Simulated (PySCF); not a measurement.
## Correlation energy of Tl⁶⁴⁺ (thallium, charge +64)

Starting occupation: [Ne] 3s2 3p5, 3p1/2 with m_j = +1/2, 3p3/2 with m_j = -3/2, -1/2, +1/2, +3/2. Calculation: PySCF 2.14, in an even-tempered Gaussian basis (17 s from 21 bohr⁻², ratio 2.4; 14 p from 28 bohr⁻², ratio 2.4; 4 d from 98 bohr⁻², ratio 2.6; 4 f from 150 bohr⁻², ratio 2.6); X2C-1e with screened-nucleus spin-orbit coupling, Gaussian nucleus. Frozen: 1s2; 15 electrons correlated; the 46 highest virtual spinors left out.

MP2 pair energies summed by pair of shells (mhartree):

```
       pair  energy  share (%)
3p3/2-3p3/2  -91.80       13.7
2p1/2-2p3/2  -90.98       13.6
2p3/2-2p3/2  -85.40       12.7
2p3/2-3p3/2  -58.16        8.7
3p3/2-3s1/2  -51.79        7.7
3p1/2-3p3/2  -47.08        7.0
2p3/2-2s1/2  -39.16        5.8
2p1/2-3p3/2  -30.39        4.5
2p1/2-2p1/2  -23.18        3.5
2p1/2-2s1/2  -22.78        3.4
2p3/2-3s1/2  -20.59        3.1
3p1/2-3s1/2  -20.53        3.1
2p3/2-3p1/2  -18.24        2.7
2s1/2-3p3/2  -15.89        2.4
2s1/2-2s1/2  -12.07        1.8
2p1/2-3s1/2  -10.74        1.6
3s1/2-3s1/2  -10.57        1.6
2s1/2-3s1/2   -7.83        1.2
2p1/2-3p1/2   -7.77        1.2
2s1/2-3p1/2   -5.11        0.8
```

Total MP2 correlation energy: -670.03 mhartree.

At this charge the one-electron X2C treatment keeps the bare 1/r₁₂, with no two-electron picture change or Breit term. The effect here is smaller than on the frozen 1s shell.
